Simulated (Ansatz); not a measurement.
Gas-phase electronic energies from Ansatz, PBE0-D4/def2-TZVP geometries. CCSD(T)/CBS is the MP2 limit (def2-TZVPP, def2-QZVPP) plus CCSD(T) − MP2 in def2-TZVPP, frozen cores. This one scheme is used for every species. Functionals use def2-TZVPP. One conformer a species, not always the lowest.

Reaction (silylene formation by 1,1-elimination): `FC[SiH2]O[SiH3]` → `CF` + `[SiH]O[SiH3]`

```json
{"level": "PBE0-D4", "ΔE (kJ/mol)": "185.9"}
{"level": "ωB97M-V", "ΔE (kJ/mol)": "173.1"}
{"level": "HF/def2-TZVPP", "ΔE (kJ/mol)": "167.8"}
{"level": "MP2/def2-TZVPP", "ΔE (kJ/mol)": "185.5"}
{"level": "CCSD(T)/def2-TZVPP", "ΔE (kJ/mol)": "171.4"}
{"level": "HF/def2-QZVPP", "ΔE (kJ/mol)": "168.0"}
{"level": "MP2/CBS(def2)", "ΔE (kJ/mol)": "191.9"}
{"level": "CCSD/CBS(def2)", "ΔE (kJ/mol)": "176.5"}
```

Problem. What does CCSD(T)/CBS give? (Best estimate.)

Solution. Computed: +177.8 kJ/mol. The listed levels differ from it by 8.1, -4.7, -10.0, 7.7, -6.4, -9.8, 14.1, -1.3 kJ/mol.

Largest T1 diagnostic among the species: 0.014.

The D4 term adds +12.3 kJ/mol with B3LYP and +7.0 kJ/mol with PBE0; it sums over pairs of atoms, weighted by their polarisabilities, and B3LYP, whose exchange is more repulsive, gets the larger term. From PBE to PBE0 (25 % exact exchange), in def2-TZVPP and without D4, ΔE moves by +13.0 kJ/mol. In def2-TZVPP, CCSD(T) changes the Hartree–Fock value by +3.6 kJ/mol (the triples alone add +1.3 kJ/mol) and MP2 by +17.7 kJ/mol.

B3LYP here is the variant with VWN-RPA as its local correlation; programs differ in this.
